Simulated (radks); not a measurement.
Results of a calculation; reference values are marked as such.
All-electron atom: Ag4+ in [Kr] 4d7.

Level of theory: Dirac Kohn-Sham, SOGGA, spin-unpolarised, spherical densities, finite nucleus; open shells fill j = l - 1/2 first; Fermi nuclear charge, rms radius 4.5454 fm (a radial shooting solver on a logarithmic mesh with Libxc functionals).

Energy parts (eV):
total: -144491.662
kinetic: 151214.864
electron-nucleus: -348070.518
Hartree: 56300.080
exchange-correlation: -3936.088

Orbitals (lengths in bohr, moments of r in powers of bohr; <r^-3> diverges for s and p1/2; r(max) is where P^2 peaks):
orbital	occ.	eigenvalue (eV)	<r^4>	r(max)	<r>	<r^-3>
1s1/2	2	-25357.76	4.458e-06	0.02016	0.03112	-
2s1/2	2	-3782.441	0.0007913	0.1141	0.1346	-
2p1/2	2	-3519.738	0.0005152	0.08820	0.1141	-
2p3/2	4	-3344.569	0.0005938	0.09246	0.1192	3493
3s1/2	2	-740.2838	0.03707	0.3329	0.3684	-
3p1/2	2	-635.7643	0.03669	0.3193	0.3601	-
3p3/2	4	-604.8266	0.04110	0.3292	0.3710	627.3
3d3/2	4	-419.6362	0.03718	0.2720	0.3436	96.42
3d5/2	6	-413.4010	0.03855	0.2749	0.3471	90.76
4s1/2	2	-150.8371	1.252	0.8195	0.9009	-
4p1/2	2	-117.4277	1.687	0.8543	0.9581	-
4p3/2	4	-112.0891	1.890	0.8784	0.9860	108.4
4d3/2	4	-60.1294	4.747	0.9919	1.192	11.46
4d5/2	3	-59.4047	4.926	1.001	1.204	10.72

The highest occupied level is 4d5/2 at -59.405 eV. The electron density at the nucleus is 1.455e+05 e/bohr^3. Summed over all electrons, <r^2> = 22.93 bohr^2, which gives a Langevin (diamagnetic) susceptibility term of -18.2 x 10^-6 cm^3/mol. For comparison, the ionisation energy in NIST's Atomic Spectra Database is 65 eV (theoretical). In exact Kohn-Sham theory the highest level is minus the ionisation energy, but local and semilocal functionals leave it too shallow, through self-interaction and a potential that decays too fast; potentials with the right tail come closer. The density falls to 0.001 e/bohr^3 at r = 2.89 bohr.

Beside tabulated values, note that spin-unpolarised runs miss the spin-polarisation part of the exchange energy of open shells.
